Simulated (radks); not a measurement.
Values are calculated unless marked as measured or tabulated.
Species: Be III. Configuration: 1s1 5d1 (not the ground configuration).

Code: a radial shooting solver on a logarithmic mesh with Libxc functionals. Model: scalar-relativistic Kohn-Sham, BLYP, spin-polarised, spherical densities, finite nucleus; open shells are filled with parallel spins first; Fermi nuclear charge, rms radius 2.519 fm.

Energy parts (eV):
total: -222.729
kinetic: 222.826
electron-nucleus: -448.811
Hartree: 38.406
exchange-correlation: -35.150

Orbitals (lengths in bohr, moments of r in powers of bohr; r(90%) holds 90 % of the orbital's charge):
orbital  occ.  eigenvalue (eV)  r(90%)   <r^2>
1s up       1        -189.1697   0.672  0.1907
5d up       1          -4.4835    15.1   134.1

The highest occupied level is 5d up at -4.483 eV. The spin density at the nucleus is 20.79 e/bohr^3 (1s 20.79). Spin moment in Bohr magnetons: 2.
